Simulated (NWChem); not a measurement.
System: CH3F2NSi2; SMILES [Si]1(F)([SiH2]C=N1)F

The following NWChem deck was run.

```
start job
memory heap 200 mb stack 900 mb global 1100 mb
geometry units angstroms noautosym nocenter noautoz
  F     -0.215445    -1.595991     1.280084
  Si    -0.031275    -0.645609     0.000000
  F     -0.215445    -1.595991    -1.280084
  N      1.532726     0.207090     0.000000
  C      1.129703     1.438276     0.000000
  Si    -0.807779     1.542122     0.000000
  H      1.871800     2.247865     0.000000
  H     -1.423179     2.145220    -1.214284
  H     -1.423179     2.145220     1.214284
end
basis spherical
  F library def2-svp
  Si library def2-svp
  N library def2-svp
  C library def2-svp
  H library def2-svp
end
dft
  xc xpbe96 cpbe96
  iterations 150
end
cosmo
  do_cosmo_smd true
  solvent dmf
end
task dft energy
```

Parts of the log:

```
             Northwest Computational Chemistry Package (NWChem) 7.3.0
             --------------------------------------------------------

                             Geometry "geometry" -> ""
                             -------------------------

 Output coordinates in angstroms (scale by  1.889725989 to convert to a.u.)

  No.       Tag          Charge          X              Y              Z
 ---- ---------------- ---------- -------------- -------------- --------------
    1 F                    9.0000    -0.21544500    -1.59599100     1.28008400
    2 Si                  14.0000    -0.03127500    -0.64560900     0.00000000
    3 F                    9.0000    -0.21544500    -1.59599100    -1.28008400
    4 N                    7.0000     1.53272600     0.20709000     0.00000000
    5 C                    6.0000     1.12970300     1.43827600     0.00000000
    6 Si                  14.0000    -0.80777900     1.54212200     0.00000000
    7 H                    1.0000     1.87180000     2.24786500     0.00000000
    8 H                    1.0000    -1.42317900     2.14522000    -1.21428400
    9 H                    1.0000    -1.42317900     2.14522000     1.21428400

 Effective nuclear repulsion energy (a.u.)     365.1607842630

  pbe96 is a nonlocal functional; adding pw91lda local functional.

                                 NWChem DFT Module
                                 -----------------

 Summary of "ao basis" -> "ao basis" (spherical)
 ------------------------------------------------------------------------------
       Tag                 Description            Shells   Functions and Types
 ---------------- ------------------------------  ------  ---------------------
 F                          def2-svp                 6       14   3s2p1d
 Si                         def2-svp                 8       18   4s3p1d
 N                          def2-svp                 6       14   3s2p1d
 C                          def2-svp                 6       14   3s2p1d
 H                          def2-svp                 3        5   2s1p

 in cosmo_initialize ...
 calling solv_data for solv:dmf

 solvent parameters
 solvname_short: dmf
 solvname_long:  N,N-dimethylformamide
 dielec:       37.2190
 dielecinf:     2.0463
 nonaqueous SMD model solvent descriptors
 dielec:       37.2190
 sola:          0.0000
 solb:          0.7400
 solc:          0.0000
 solg:         49.5600
 solh:          0.0000
 soln:          1.4305

          ---------------
          -cosmo- solvent
          ---------------
 Cosmo: York-Karplus, doi: 10.1021/jp992097l
 dielectric constant -eps-     =  37.22
 screen = (eps-1)/(eps    )    =   0.97313
 surface charge correction     = lagrangian

   van der Waals surface
 --------------------------

 ---------- ATOMIC COORDINATES (A.U.) ------------ VDWR(ANG.) --
     1   -0.40713202   -3.01598567    2.41900800     1.730
     2   -0.05910118   -1.22002411    0.00000000     2.470
     3   -0.40713202   -3.01598567   -2.41900800     1.730
     4    2.89643216    0.39134335    0.00000000     1.890
     5    2.13482912    2.71794754    0.00000000     1.850
     6   -1.52648097    2.91418802    0.00000000     2.470
     7    3.53718911    4.24784891    0.00000000     1.200
     8   -2.68941834    4.05387799   -2.29466403     1.200
     9   -2.68941834    4.05387799    2.29466403     1.200
 number of segments per atom =        128
 number of   points per atom =        128
 atom (   nspa,  nppa )
 ----------------------
    1 (     64,     0 )       0
    2 (     54,     0 )       0
    3 (     64,     0 )       0
    4 (     54,     0 )       0
    5 (     42,     0 )       0
    6 (     82,     0 )       0
    7 (     56,     0 )       0
    8 (     31,     0 )       0
    9 (     31,     0 )       0
 number of -cosmo- surface points =      478
 molecular surface =    138.576 angstrom**2
 molecular volume  =    132.029 angstrom**3
 -lineq- algorithm             =   0
 -bem- low  level              =   3
 -bem- from -octahedral-
 gaussian surface charge width =   4.50000
 degree of switching           =   1.00000
 switching function tolerance  =   0.00010
 atomic radii =
 --------------
    1  9.000  1.730
    2 14.000  2.470
    3  9.000  1.730
    4  7.000  1.890
    5  6.000  1.850
    6 14.000  2.470
    7  1.000  1.200
    8  1.000  1.200
    9  1.000  1.200
 ...... end of -cosmo- initialization ......

 nat:                     9
 ixmem:                  4523
 calling mnsol_interface()
 G(SMD-CDS) energy (kcal/mol)  =     2.018
 SMD-CDS SASA (angstrom**2)    =   155.216

            General Information
            -------------------
          SCF calculation type: DFT
          Wavefunction type:  closed shell.
          No. of atoms     :     9
          No. of electrons :    62
           Alpha electrons :    31
            Beta electrons :    31
          Charge           :     0
          Spin multiplicity:     1
          Use of symmetry is: off; symmetry adaption is: off
          Maximum number of iterations: 150
          AO basis - number of functions:   107
                     number of shells:    49
          Convergence on energy requested:  1.00D-06
          Convergence on density requested:  1.00D-05
          Convergence on gradient requested:  5.00D-04

              XC Information
              --------------
          PerdewBurkeErnzerhof Exchange Functional  1.000
            Perdew 1991 LDA Correlation Functional  1.000 local
           PerdewBurkeErnz. Correlation Functional  1.000 non-local

             Grid Information
             ----------------
          Grid used for XC integration:  medium
          Radial quadrature: Mura-Knowles
          Angular quadrature: Lebedev.
          Tag              B.-S. Rad. Rad. Pts. Rad. Cut. Ang. Pts.
          ---              ---------- --------- --------- ---------
          F                   0.50       49          12.0       434
          Si                  1.10       88          10.0       590
          N                   0.65       49          10.0       434
          C                   0.70       49           9.0       434
          H                   0.35       45          11.0       434
          Grid pruning is: on
          Number of quadrature shells:   507
          Spatial weights used:  Erf1

      Superposition of Atomic Density Guess
      -------------------------------------

 Sum of atomic energies:        -869.42894055

      Non-variational initial energy
      ------------------------------

 Total energy =    -871.444375
 1-e energy   =   -1932.284798
 2-e energy   =     695.679639
 HOMO         =      -0.270450
 LUMO         =      -0.051266

   convergence    iter        energy       DeltaE   RMS-Dens  Diis-err
 ---------------- ----- ----------------- --------- --------- ---------
     COSMO gas phase
 d= 0,ls=0.0,diis     1   -872.2653195780 -1.24D+03  2.42D-02  1.20D+00
 d= 0,ls=0.0,diis     2   -871.7451059096  5.20D-01  1.67D-02  6.20D+00
 d= 0,ls=0.0,diis     3   -872.3967925916 -6.52D-01  4.08D-03  1.16D-01
 d= 0,ls=0.0,diis     4   -872.3931936635  3.60D-03  2.38D-03  1.49D-01
 d= 0,ls=0.0,diis     5   -872.4102527483 -1.71D-02  5.51D-04  3.96D-03
  Resetting Diis
 d= 0,ls=0.0,diis     6   -872.4106288351 -3.76D-04  1.76D-04  2.69D-04
 d= 0,ls=0.0,diis     7   -872.4106705047 -4.17D-05  1.02D-04  2.21D-05
 d= 0,ls=0.0,diis     8   -872.4106625907  7.91D-06  6.96D-05  7.52D-05
 d= 0,ls=0.0,diis     9   -872.4106736572 -1.11D-05  4.92D-06  4.66D-07
 d= 0,ls=0.0,diis    10   -872.4106736945 -3.73D-08  2.82D-06  1.03D-07

   convergence    iter        energy       DeltaE   RMS-Dens  Diis-err
 ---------------- ----- ----------------- --------- --------- ---------
     COSMO solvation phase
 d= 0,ls=0.0,diis     1   -872.4131847767 -2.51D-03  2.19D-03  3.06D-03
 d= 0,ls=0.0,diis     2   -872.4127383603  4.46D-04  6.70D-04  1.19D-02
 d= 0,ls=0.0,diis     3   -872.4142567403 -1.52D-03  2.26D-04  2.86D-04
 d= 0,ls=0.0,diis     4   -872.4142692902 -1.25D-05  9.96D-05  2.34D-04
 d= 0,ls=0.0,diis     5   -872.4142924035 -2.31D-05  2.74D-05  9.85D-06
 d= 0,ls=0.0,diis     6   -872.4142932348 -8.31D-07  1.15D-05  1.18D-06
 d= 0,ls=0.0,diis     7   -872.4142934067 -1.72D-07  2.16D-06  4.50D-08

         Total DFT energy =     -872.414293406709
      One electron energy =    -1935.232331653831
           Coulomb energy =      773.310668359716
    Exchange-Corr. energy =      -75.648465394794
 Nuclear repulsion energy =      365.160784263050

             COSMO energy =       -0.004948980851

 Numeric. integr. density =       61.999998128912

                                COSMO-SMD solvation results
                                ---------------------------

             internal energy in gas <Psi(g)|H|Psi(g)> =      -872.410673694508
         internal energy in solvent <Psi(s)|H|Psi(s)> =      -872.409242389667
                               delta internal energy  =         0.001431304841 (    0.90 kcal/mol)
   total free energy in solvent <Psi(s)|H+V/2|Psi(s)> =      -872.417509207982
 polarization energy contribution <Psi(s)|V/2|Psi(s)> =        -0.008266818316 (   -5.19 kcal/mol)
    total free energy in solvent including G(SMD-CDS) =      -872.414293406709
                       G(SMD-CDS) energy contribution =         0.003215801273 (    2.02 kcal/mol)
     1 M fixed-concentration free energy of solvation =        -0.003619712202 (   -2.27 kcal/mol)

                       DFT Final Molecular Orbital Analysis
                       ------------------------------------

 Vector   29  Occ=2.000000D+00  E=-3.054661D-01
              MO Center= -1.9D-01,  1.3D+00,  1.1D-09, r^2= 4.1D+00
   Bfn.  Coefficient  Atom+Function         Bfn.  Coefficient  Atom+Function
  ----- ------------  ---------------      ----- ------------  ---------------
    52      0.312336  4 N  pz                98     -0.263347  8 H  s
   103      0.263347  9 H  s                 66     -0.227910  5 C  pz
    84      0.216082  6 Si pz                55     -0.209559  4 N  pz
    87      0.170941  6 Si pz                69     -0.149330  5 C  pz
    99     -0.137280  8 H  s                104      0.137280  9 H  s

 Vector   30  Occ=2.000000D+00  E=-2.644110D-01
              MO Center= -3.3D-01,  5.5D-01,  7.5D-09, r^2= 3.1D+00
   Bfn.  Coefficient  Atom+Function         Bfn.  Coefficient  Atom+Function
  ----- ------------  ---------------      ----- ------------  ---------------
    17      0.302687  2 Si s                 83     -0.273996  6 Si py
    86     -0.269408  6 Si py                64      0.244820  5 C  px
    23      0.186517  2 Si py                16      0.170470  2 Si s
     5      0.156751  1 F  py                37      0.156751  3 F  py
    63     -0.150925  5 C  s                 80      0.146249  6 Si py

 Vector   31  Occ=2.000000D+00  E=-2.129987D-01
              MO Center=  1.1D+00,  6.7D-01,  3.1D-09, r^2= 2.8D+00
   Bfn.  Coefficient  Atom+Function         Bfn.  Coefficient  Atom+Function
  ----- ------------  ---------------      ----- ------------  ---------------
    50      0.476909  4 N  px                53     -0.364245  4 N  px
    77     -0.206190  6 Si s                 64      0.188049  5 C  px
    82     -0.184799  6 Si px                93      0.182449  7 H  s
    17      0.169942  2 Si s                 49     -0.168011  4 N  s
    22      0.159069  2 Si px                85     -0.158087  6 Si px

 Vector   32  Occ=0.000000D+00  E=-9.209634D-02
              MO Center=  1.0D+00,  9.8D-01, -4.2D-10, r^2= 2.3D+00
   Bfn.  Coefficient  Atom+Function         Bfn.  Coefficient  Atom+Function
  ----- ------------  ---------------      ----- ------------  ---------------
    66      0.468227  5 C  pz                69      0.468619  5 C  pz
    55     -0.429597  4 N  pz                52      0.412028  4 N  pz
    87      0.255220  6 Si pz                99      0.213269  8 H  s
   104     -0.213269  9 H  s                 27     -0.178520  2 Si pz
    91     -0.096313  6 Si d  1              98      0.087179  8 H  s

 Vector   33  Occ=0.000000D+00  E=-3.127384D-02
              MO Center= -8.6D-01,  1.2D+00,  7.3D-08, r^2= 3.8D+00
   Bfn.  Coefficient  Atom+Function         Bfn.  Coefficient  Atom+Function
  ----- ------------  ---------------      ----- ------------  ---------------
    85      0.739507  6 Si px                18      0.645824  2 Si s
    63     -0.617445  5 C  s                 86      0.610761  6 Si py
    17      0.409987  2 Si s                 67      0.248540  5 C  px
    16      0.228362  2 Si s                 26      0.202046  2 Si py
    83      0.201906  6 Si py                82      0.199671  6 Si px

 Vector   34  Occ=0.000000D+00  E=-2.496761D-02
              MO Center= -3.8D-01,  5.0D-01, -8.3D-08, r^2= 3.7D+00
   Bfn.  Coefficient  Atom+Function         Bfn.  Coefficient  Atom+Function
  ----- ------------  ---------------      ----- ------------  ---------------
    87      0.798924  6 Si pz                99      0.575631  8 H  s
   104     -0.575631  9 H  s                 27      0.513355  2 Si pz
    24      0.244373  2 Si pz                69     -0.236373  5 C  pz
    29      0.181323  2 Si d -1              66     -0.181116  5 C  pz
    89     -0.167755  6 Si d -1               3     -0.165729  1 F  s

     Multipole analysis of the density
     ---------------------------------

     L   x y z        total         alpha         beta         nuclear
     -   - - -        -----         -----         ----         -------
     0   0 0 0     -0.000000    -31.000000    -31.000000     62.000000

     1   1 0 0     -0.593119     -1.154472     -1.154472      1.715826
     1   0 1 0      1.371505      0.269129      0.269129      0.833246
     1   0 0 1     -0.000000     -0.000000     -0.000000      0.000000

     2   2 0 0    -36.411323    -92.556857    -92.556857    148.702392
     2   1 1 0      0.823881      2.010778      2.010778     -3.197675
     2   1 0 1      0.000000      0.000000      0.000000      0.000000
     2   0 2 0    -33.560886   -216.666401   -216.666401    399.771915
     2   0 1 1     -0.000000     -0.000000     -0.000000      0.000000
     2   0 0 2    -36.830924    -76.345342    -76.345342    115.859761
```

Level: PBE/def2-SVP, SMD on the gas-phase geometry. All runs use the structure optimised with B3LYP/6-31G* (spherical d). Solvent: N,N-dimethylformamide.
